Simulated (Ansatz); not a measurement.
Reaction (ligand exchange at the Si–Cl bond): `S[SiH2]Cl` + `O[SiH2][SiH3]` → `[SiH3][SiH2]O[SiH2]S` + HCl

Program: Ansatz. Geometries: PBE0-D4/def2-TZVP. ΔE: electronic, gas phase. CCSD(T)/CBS adds triple-zeta CCSD(T) − MP2 to the extrapolated MP2 energy (def2 sets, frozen cores). This one scheme is used for every species. Each species was taken in one conformer, which may not be the lowest.

```csv
species,SCS-MP2/def2-QZVPP energy (Eh)
`S[SiH2]Cl`,-1148.40649
`O[SiH2][SiH3]`,-656.89072
`[SiH3][SiH2]O[SiH2]S`,-1344.96845
HCl,-460.33756
```

Task: Work out ΔE.

Result: ΔE = (-1344.96845) + (-460.33756) − (-1148.40649) − (-656.89072) = -0.00880 Eh = -0.24 eV. CCSD(T)/CBS gives -0.23 eV.

Largest T1 diagnostic among the species: 0.012.

From PBE to PBE0 (25 % exact exchange), in def2-TZVPP and without D4, ΔE moves by −0.04 eV. The D4 term adds −0.12 eV with B3LYP and −0.07 eV with PBE0; it sums over pairs of atoms, weighted by their polarisabilities, and B3LYP, whose exchange is more repulsive, gets the larger term.

B3LYP here is the variant with VWN-RPA as its local correlation; programs differ in this.
